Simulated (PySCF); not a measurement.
C6H10SSi, SMILES s1cccc1[SiH2]CC, GFN2-xTB optimised geometry.

```
18

C     -1.61    -3.34    -0.07
C     -0.69    -2.12    -0.05
Si    -1.67    -0.49     0.00
C     -0.45     0.93     0.00
C      0.91     0.93     0.00
C      1.48     2.22     0.00
C      0.54     3.20     0.00
S     -1.05     2.56     0.00
H     -2.26    -3.32    -0.94
H     -1.03    -4.26    -0.09
H     -2.23    -3.36     0.82
H     -0.05    -2.15    -0.94
H     -0.03    -2.19     0.81
H     -2.49    -0.43     1.22
H     -2.54    -0.38    -1.17
H      1.49     0.03     0.00
H      2.54     2.41     0.00
H      0.69     4.26     0.00
```

Density from CAM-B3LYP/def2-SVP run with PySCF at that geometry.

Minimum of the electron density along straight lines between bonded atoms, close to the bond critical point (lines longer than 1.1 times the sum of covalent radii, or with two minima, are not listed):

```json
[
 {"bond": "C1–C2", "length / Å": "1.523", "ρ at the minimum / e bohr⁻³": "0.242", "∇²ρ there / e bohr⁻⁵": "(withheld)", "position (fraction from the first atom)": "0.50"},
 {"bond": "C2–Si3", "length / Å": "1.900", "ρ at the minimum / e bohr⁻³": "0.114", "∇²ρ there / e bohr⁻⁵": "0.31", "position (fraction from the first atom)": "0.62"},
 {"bond": "Si3–C4", "length / Å": "1.873", "ρ at the minimum / e bohr⁻³": "0.112", "∇²ρ there / e bohr⁻⁵": "(withheld)", "position (fraction from the first atom)": "0.38"},
 {"bond": "C4–C5", "length / Å": "1.364", "ρ at the minimum / e bohr⁻³": "0.321", "∇²ρ there / e bohr⁻⁵": "-0.81", "position (fraction from the first atom)": "0.51"},
 {"bond": "C5–C6", "length / Å": "1.411", "ρ at the minimum / e bohr⁻³": "0.299", "∇²ρ there / e bohr⁻⁵": "(withheld)", "position (fraction from the first atom)": "0.50"},
 {"bond": "C6–C7", "length / Å": "1.357", "ρ at the minimum / e bohr⁻³": "0.326", "∇²ρ there / e bohr⁻⁵": "-0.84", "position (fraction from the first atom)": "0.49"},
 {"bond": "C4–S8", "length / Å": "1.735", "ρ at the minimum / e bohr⁻³": "0.211", "∇²ρ there / e bohr⁻⁵": "-0.43", "position (fraction from the first atom)": "0.46"},
 {"bond": "C7–S8", "length / Å": "1.718", "ρ at the minimum / e bohr⁻³": "0.218", "∇²ρ there / e bohr⁻⁵": "-0.49", "position (fraction from the first atom)": "0.47"},
 {"bond": "C1–H9", "length / Å": "1.087", "ρ at the minimum / e bohr⁻³": "0.278", "∇²ρ there / e bohr⁻⁵": "-1.03", "position (fraction from the first atom)": "0.63"},
 {"bond": "C1–H10", "length / Å": "1.089", "ρ at the minimum / e bohr⁻³": "0.276", "∇²ρ there / e bohr⁻⁵": "-1.02", "position (fraction from the first atom)": "0.63"},
 {"bond": "C1–H11", "length / Å": "1.087", "ρ at the minimum / e bohr⁻³": "0.278", "∇²ρ there / e bohr⁻⁵": "-1.03", "position (fraction from the first atom)": "0.63"},
 {"bond": "C2–H12", "length / Å": "1.091", "ρ at the minimum / e bohr⁻³": "0.272", "∇²ρ there / e bohr⁻⁵": "-0.97", "position (fraction from the first atom)": "0.62"},
 {"bond": "C2–H13", "length / Å": "1.091", "ρ at the minimum / e bohr⁻³": "0.272", "∇²ρ there / e bohr⁻⁵": "-0.97", "position (fraction from the first atom)": "0.62"},
 {"bond": "Si3–H14", "length / Å": "1.470", "ρ at the minimum / e bohr⁻³": "0.116", "∇²ρ there / e bohr⁻⁵": "0.32", "position (fraction from the first atom)": "0.49"},
 {"bond": "Si3–H15", "length / Å": "1.469", "ρ at the minimum / e bohr⁻³": "0.117", "∇²ρ there / e bohr⁻⁵": "0.32", "position (fraction from the first atom)": "0.49"},
 {"bond": "C5–H16", "length / Å": "1.076", "ρ at the minimum / e bohr⁻³": "0.285", "∇²ρ there / e bohr⁻⁵": "-1.10", "position (fraction from the first atom)": "0.64"},
 {"bond": "C6–H17", "length / Å": "1.076", "ρ at the minimum / e bohr⁻³": "0.284", "∇²ρ there / e bohr⁻⁵": "-1.10", "position (fraction from the first atom)": "0.64"},
 {"bond": "C7–H18", "length / Å": "1.072", "ρ at the minimum / e bohr⁻³": "0.286", "∇²ρ there / e bohr⁻⁵": "-1.13", "position (fraction from the first atom)": "0.65"}
]
```

Complete the blanks.


- C1–C2, ∇²ρ there / e bohr⁻⁵: -0.55
- Si3–C4, ∇²ρ there / e bohr⁻⁵: 0.37
- C5–C6, ∇²ρ there / e bohr⁻⁵: -0.75
